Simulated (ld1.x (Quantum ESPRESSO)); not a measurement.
Before and after: TM potential for palladium (Pd)

| Property | Result |
| --- | --- |
| Element | palladium |
| Generator | ld1.x (Quantum ESPRESSO) 7.5 |
| Type | norm-conserving Troullier–Martins (Kleinman–Bylander form) |
| Functional | LDA (PZ) |
| Relativity | scalar-relativistic |
| Frozen core | [Ar] 3d10 |
| Valence charge | 18 |
| Reference configuration | 4s2 4p6 4d10 5s0 5p0 |
| Partial waves | 4s (bound): rc 1.50 bohr; 4p (bound): rc 1.10 bohr; 4d (bound): rc 1.90 bohr; 4f channel at 0.05 Ry: rc 1.95 bohr |
| Local potential | the f channel |
| Core correction | a·sin(br)/r model core inside 0.90 bohr |

Change: wave 4f channel at 0.05 Ry: rc 1.95 bohr becomes 4f channel at 0.05 Ry: rc 2.56 bohr.

Cutoffs: the cutoffs (Ry, on a coarse ladder) from which the occupation-weighted sum of valence levels, in a spherical-Bessel basis at the reference potential, stays within 10 and 1 mRy of its value at 400 Ry; they do not see the model core or the augmentation charge, which bear on the density cutoff. Errors are all-electron minus pseudo energies relative to the spin-unpolarised reference configuration.

Question: Predict the effect on cutoff, ghosts and configuration errors.

Answer: The potential gets neither clearly harder nor softer (140 Ry and 180 Ry → 140 Ry and 180 Ry); both files keep a bound ghost (s); of the 9 tests that both files solve, the error grows in 7 and shrinks in 2 by more than 15 % and 0.3 meV (median size 10.7 → 74.1 meV).

```csv
quantity,base,changed
"cutoff, loose",140 Ry,140 Ry
"cutoff, tight",180 Ry,180 Ry
bound ghosts,s,s
"error for 4s2 4p6 4d9 5s0 5p0, meV [ΔE 9.39 eV]",-2.5,+12
"error for 4s2 4p6 4d8 5s0 5p0, meV [ΔE 30.47 eV]",-11,+74
"error for 4s2 4p6 4d7 5s0 5p0, meV [ΔE 65.06 eV]",-10,+224
"error for 4s2 4p5 4d10 5s0 5p0, meV [ΔE 57.34 eV]",-62,-8.4
"error for 4s2 4p6 4d9 5s0 5p1, meV [ΔE 5.32 eV]",+81,+236
"error for 4s2 4p6 4d9.5 5s0 5p0, meV [ΔE 3.37 eV]",-0.5,+2.2
"error for 4s1 4p6 4d10 5s0 5p0, meV [ΔE 91.69 eV]",-230,-161
"error for 4s2 4p6 4d9 5s0 5p0 (spin-polarised), meV [ΔE 9.24 eV]",+6.5,+21
"error for 4s2 4p6 4d8 5s0 5p0 (spin-polarised), meV [ΔE 29.83 eV]",+32,+117
```

Base: These tests converged, but a pseudo level misses the all-electron one widely, so the file describes the atom poorly there or has found another state: 4s2 4p6 4d9 5s0 5p0: empty 5s by 2.9 eV; 4s2 4p6 4d8 5s0 5p0: empty 5s by 4.3 eV (a node warning on the way); 4s2 4p6 4d7 5s0 5p0: empty 5s by 6.1 eV; 4s2 4p5 4d10 5s0 5p0: empty 5s by 3.3 eV; 4s2 4p6 4d9.5 5s0 5p0: empty 5s by 2.2 eV; 4s1 4p6 4d10 5s0 5p0: empty 5s by 3.4 eV. Changed file: These tests converged, but a pseudo level misses the all-electron one widely, so the file describes the atom poorly there or has found another state: 4s2 4p6 4d9 5s0 5p0: empty 5s by 2.9 eV (a node warning on the way); 4s2 4p6 4d8 5s0 5p0: empty 5s by 4.0 eV; 4s2 4p6 4d7 5s0 5p0: empty 5s by 5.3 eV (a node warning on the way); 4s2 4p5 4d10 5s0 5p0: empty 5s by 3.1 eV; 4s2 4p6 4d9.5 5s0 5p0: empty 5s by 2.2 eV; 4s1 4p6 4d10 5s0 5p0: empty 5s by 3.3 eV. A true bound ghost makes a file unfit for plane-wave use even where its test errors are small: the radial tests pick states by their node count and pass the ghost by.
